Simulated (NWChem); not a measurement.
A series in which one site is exchanged, each optimised at PBE0/def2-SVP with NWChem, gas phase unless a solvent is named. Some are not confirmed as minima by frequencies. def2 effective core potentials on Sb, I, Bi; no spin-orbit coupling.

A: IB(I)I (BI₃; site = B)
B: [I][Sb]([I])[I] (SbI₃; site = Sb)
C: [Bi]([I])([I])[I] (BiI$_{3}$; site = Bi)
D: [I][Al]([I])[I] (AlI3; site = Al)

Values for A:

| Property | Value |
|---|---|
| dipole (D), PBE0/def2-SVP | 0.00 |
| vertical ionisation energy, ΔSCF, PBE0/def2-SVP (eV) | 9.18 |
| lowest singlet excitation, PBE0/def2-SVPD, TDA (eV) | 3.50 |

How do these values change for the other members?


```tsv
change from A	B	C	D
dipole (D), PBE0/def2-SVP	+1.76	+2.83	0.00
vertical ionisation energy, ΔSCF, PBE0/def2-SVP (eV)	-0.02	+0.07	+0.27
lowest singlet excitation, PBE0/def2-SVPD, TDA (eV)	+0.03	-0.25	+1.04
```
